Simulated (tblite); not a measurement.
C7H6Cl (doublet state).
SMILES with atom numbers: `[CH3:1][C@@:2]12[C:3]=[CH:4][C@@H:5]1[CH:6]=[C:7]2[Cl:8]` (hydrogens: H9, H10, H11 on C1; H12 on C4; H13 on C5; H14 on C6)

Level: GFN2-xTB in tblite, geometry and Hessian alike; calculated harmonic values, unscaled, isolated species. Against measured fundamentals such values can be off by several per cent, at times by over 20. Open shells enter through the occupations alone, without spin polarisation, and single modes of such species can be off by tens of per cent.

Harmonic wavenumbers (cm⁻¹): 131.3, 156.0, 184.6, 257.1, 283.3, 399.1, 456.0, 486.7, 553.0, 684.0, 727.2, 772.0, 777.2, 855.6, 913.2, 957.0, 966.3, 1003.6, 1033.6, 1075.8, 1088.1, 1112.5, 1161.4, 1187.0, 1294.3, 1393.5, 1473.6, 1474.5, 1620.0, 1637.7, 3020.4, 3024.3, 3029.1, 3039.9, 3149.1, 3185.6.

A = 3175, B = 1447, C = 1226 MHz; mass 125.016 u (most abundant isotopes); point group C1, symmetry number 1; spin multiplicity 2.

**Question.** Zero-point energy?

**Answer.** ½Σν̃ = 22282 cm⁻¹ = 266.55 kJ/mol.

**Question.** What is S at 200 K and 1 bar for an ideal gas of classical rigid rotors and harmonic oscillators?

**Answer.** Translation 160.77, rotation 114.00, vibration 38.29, spin (R ln 2) 5.76: S = 318.8 J/(mol K).

**Question.** And Cp and H(200 K) − H(0)?

**Answer.** Cp = 90.01 J/(mol K), of which vibrations give 56.75 (their classical limit is 36 R = 299.3); H(200 K) − H(0) = 11.52 kJ/mol without the zero-point energy, 4.86 from vibrations.

**Question.** Blend soft modes into free rotors: weight 1/[1 + (100 cm⁻¹/ν̃)⁴] for the oscillator and the rest for a rotor with moment μB/(μ + B), μ = h/(8π²ν), B = 10⁻⁴⁴ kg m². What vibrational entropy results?

**Answer.** 38.60 J/(mol K) in place of 38.29, which changes −T·S at 200 K by -0.06 kJ/mol.

**Question.** Which modes carry the vibrational entropy at 200 K?

**Answer.** 131.3 cm⁻¹: 9.09; 156.0 cm⁻¹: 7.78; 184.6 cm⁻¹: 6.54; 257.1 cm⁻¹: 4.29; 283.3 cm⁻¹: 3.70; 399.1 cm⁻¹: 1.92 J/(mol K); the other 30 give 4.96 together.

Hindered rotation and anharmonicity are outside this model. The structure is chiral; the term R ln 2 for an equal mix with its mirror image is left out.
